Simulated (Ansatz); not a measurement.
Geometry optimisation, RKS BLYP-D4/def2-SVP in Ansatz.

Input file:

```yaml
crystal:
  periodic: [false, false, false]
  atoms:
    - { symbol: B, position_ang: [0.167274, -0.548294, -0.411236] }
    - { symbol: H, position_ang: [0.041041, 0.165334, 1.87558] }
    - { symbol: Cl, position_ang: [1.602975, 0.412201, -0.798021] }
    - { symbol: F, position_ang: [-1.04785, -0.035531, -0.624241] }
    - { symbol: O, position_ang: [0.320188, -1.838014, 0.058644] }
    - { symbol: H, position_ang: [-0.542312, -2.281536, 0.176477] }
    - { symbol: H, position_ang: [0.203785, -0.535159, 1.853598] }
basis:
  gaussian: { orbitals: def2-SVP }
hamiltonian:
  xc: blyp
  dispersion: d4
relax:
  f_tol: 0.03
  max_steps: 50
```

Launched with:

```bash
$ ansatz run input.yaml --threads 1 --pin off --max-ram 2048MiB --backend cpu --events-out ev --progress --plain --runs-dir out
```

Q: Where does it end, and by what steps?

A: It converged. After 6 steps the energy has fallen by 0.195 eV; H2 moved furthest, 0.52 Å.

```json
{"step": "0", "energy less start (eV)": "0.0000", "largest force component (eV/Å)": "1.817", "accepted": "yes"}
{"step": "1", "energy less start (eV)": "-0.1428", "largest force component (eV/Å)": "0.392", "accepted": "yes"}
{"step": "2", "energy less start (eV)": "-0.1583", "largest force component (eV/Å)": "0.719", "accepted": "yes"}
{"step": "3", "energy less start (eV)": "-0.1905", "largest force component (eV/Å)": "0.273", "accepted": "yes"}
{"step": "4", "energy less start (eV)": "-0.1928", "largest force component (eV/Å)": "0.223", "accepted": "yes"}
{"step": "5", "energy less start (eV)": "-0.1935", "largest force component (eV/Å)": "0.112", "accepted": "yes"}
{"step": "6", "energy less start (eV)": "-0.1950", "largest force component (eV/Å)": "0.028", "accepted": "yes"}
```

```xyz
7
Properties=species:S:1:pos:R:3
B 0.181 -0.626 -0.615
H -0.034 0.325 2.367
Cl 1.615 0.326 -1.032
F -1.031 -0.070 -0.754
O 0.331 -1.895 -0.164
H -0.528 -2.324 0.020
H 0.211 -0.398 2.308
```

Whether the end is a true minimum wasn't checked by a vibrational analysis.

Run time: 19 s on 1 thread of Arm Neoverse V1, on a shared host, peak memory 0.16 GiB.
